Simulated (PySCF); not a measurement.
CHCl₂, SMILES Cl[CH]Cl, multiplicity 2. Atoms are numbered in the order given.

```xyz
4

Cl     0.0080    -0.1695    -1.4609
C     -0.0826     0.6753     0.0000
Cl     0.0080    -0.1695     1.4609
H      0.2228     1.7111     0.0000
```
Charge 0, spin multiplicity 2.

Geometry: PBE0-D3(BJ)/def2-TZVP. The isomer is the one that the SMILES or the coordinates give; other isomers of the formula were not compared.

All values below come from TDA-M06-2X/def2-SVPD run with PySCF 2.14.0.

Vertical excitations. Gas-phase values at a fixed geometry.

Computed UV-visible absorptions:
| state | energy (eV) | λ (nm) | f | main pairs |
|---|---|---|---|---|
| root 1 | 4.37 | 284 | 0.000 | α HOMO→LUMO 82 % |
| root 2 | 5.45 | 227 | 0.000 | α HOMO→LUMO+1 8 %, β HOMO→LUMO 78 % |
| root 3 | 5.49 | 226 | 0.000 | β HOMO−2→LUMO 97 % |
| root 4 | 5.54 | 224 | 0.001 | α HOMO→LUMO+1 45 %, α HOMO→LUMO+8 23 %, α HOMO→LUMO+5 8 %, β HOMO→LUMO 10 %, β HOMO−1→LUMO 8 % |
| root 5 | 5.92 | 209 | 0.000 | α HOMO→LUMO+2 90 % |
| root 6 | 5.94 | 209 | 0.086 | β HOMO−1→LUMO 82 % |
| root 7 | 6.78 | 183 | 0.009 | α HOMO→LUMO+3 79 % |
| root 8 | 6.91 | 179 | 0.035 | α HOMO→LUMO+4 10 %, β HOMO−3→LUMO 76 % |
| root 9 | 7.17 | 173 | 0.000 | α HOMO→LUMO+5 56 %, α HOMO→LUMO+1 28 % |
| root 10 | 7.31 | 170 | 0.008 | α HOMO→LUMO+4 81 %, β HOMO−3→LUMO 12 % |
Unrestricted roots are not spin-pure.
